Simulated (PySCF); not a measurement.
C6H11PSi.
SMILES with atom numbers: `[CH3:1][SiH2:2][P:3]1[CH:4]=[CH:5][CH2:6][CH:7]=[CH:8]1`

Geometry (PBE0-D3(BJ)/def2-SVP, Å), atoms numbered from 1 in this order:
```
atom  x, y, z in Å
C1     3.1837    0.5670   -1.0875
Si2    1.9522   -0.6839   -0.4135
P3    -0.0419   -0.4364   -1.4776
C4    -1.0145   -1.5914   -0.4628
C5    -1.9670   -1.2422    0.4112
C6    -2.3758    0.1521    0.7772
C7    -1.5520    1.2571    0.1893
C8    -0.5604    1.1258   -0.7014
H9     3.3335    0.4191   -2.1677
H10    2.8249    1.5952   -0.9263
H11    4.1582    0.4657   -0.5864
H12    1.7774   -0.5183    1.0642
H13    2.4239   -2.0799   -0.6829
H14   -0.8258   -2.6552   -0.6424
H15   -2.5214   -2.0415    0.9176
H16   -2.3749    0.2503    1.8801
H17   -3.4391    0.3045    0.5037
H18   -1.8084    2.2668    0.5323
H19   -0.0522    2.0276   -1.0594
```

Probes without a nucleus sit at each ring's centroid and 1 Å off its mean plane on both sides; NICS is minus the shielding there, NICSzz its component along the normal. Level: GIAO PBE0/pcSseg-1 (PySCF, non-relativistic, gas phase) on the PBE0-D3(BJ)/def2-SVP geometry, one conformer.

Ring bond lengths (Å), with Mayer bond orders in brackets: P3–C4 1.819 (0.94), C4–C5 1.339 (1.91), C5–C6 1.498 (1.06), C6–C7 1.498 (1.06), C7–C8 1.339 (1.91), C8–P3 1.820 (0.93).

Give the NICS values of each ring in ppm.

```tsv
ring	type	NICS(0)	NICS(1), two faces	NICS(1)zz, two faces	rms pucker (Å)	centre to ring atoms, mean (Å)
P3–C4–C5–C6–C7–C8	6-membered ring with P; formal bonds 2 double, 4 single	3.1	1.0 / 1.0	7.1 / 8.3	0.05	1.54
```

What can be read from them?

- P3–C4–C5–C6–C7–C8: mean NICS(1)zz 7.7 ppm, deshielded. C6 has four or more neighbours, so the value isn't read as a sign of a π ring current.

What is the mean of the two in-plane components of NICS at the second NICS(1) probe listed for ring P3–C4–C5–C6–C7–C8, 1 Å off the ring?

The isotropic value is a third of the trace: (3 × 1.0 − (8.3))/2 = -2.7 ppm.

How do the values depend on the level or the medium?

| level | NICS(0), P3–C4–C5–C6–C7–C8 | mean NICS(1)zz, P3–C4–C5–C6–C7–C8 |
| --- | --- | --- |
| PBE0/pcSseg-1, gas | 3.1 | 7.7 |
| wB97X-D/pcSseg-1, gas | 2.9 | 7.2 |
| PBE0/pcSseg-1, IEF-PCM acetone | 3.2 | 7.7 |
| PBE0/pcSseg-1, IEF-PCM dimethylsulfoxide | 3.2 | 7.7 |

The geometry is the same throughout; the continuum's cavity takes Bondi-type radii × 1.2.

The run took 33 s of wall time on Arm Neoverse V2, one thread, shared host, and the process peaked at 1.0 GiB of memory. This is the whole shielding run at PBE0/pcSseg-1, SCF included.
